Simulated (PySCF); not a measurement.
Constitutional and geometric isomers with formula CH6OSi2. Gas-phase values, no solvent. One relaxed conformer stands for each flexible species; it need not be the lowest. Strings in code marks are SMILES.

The four lowest singlet excitations (Tamm–Dancoff). The numbers are results of PySCF with TPSSh-D3(BJ)/def2-TZVP // B3LYP-D3(BJ)/def2-TZVP, not measurements. Excitations are Tamm–Dancoff values on a coarser integration grid. The basis has no diffuse functions, so Rydberg states are missing or too high.

```
state  energy (eV)  wavelength (nm)  oscillator strength
-----  -----------  ---------------  -------------------
S1            4.43              280                0.001
S2            5.10              243                0.397
S3            5.37              231                0.001
S4            5.83              213                0.038
```

**Question.** Which member gives these states?
A) `O/[SiH]=C/[SiH3]` (H–O–Si–C torsion 180°)
B) `[SiH3][C@@H]1O[SiH2]1`
C) `C=[SiH]O[SiH3]` (C–Si–O–Si torsion 1°)
D) `[SiH2]=CO[SiH3]` (Si–C–O–Si torsion 0°)

**Answer.** D, `[SiH2]=CO[SiH3]` (Si–C–O–Si torsion 0°)
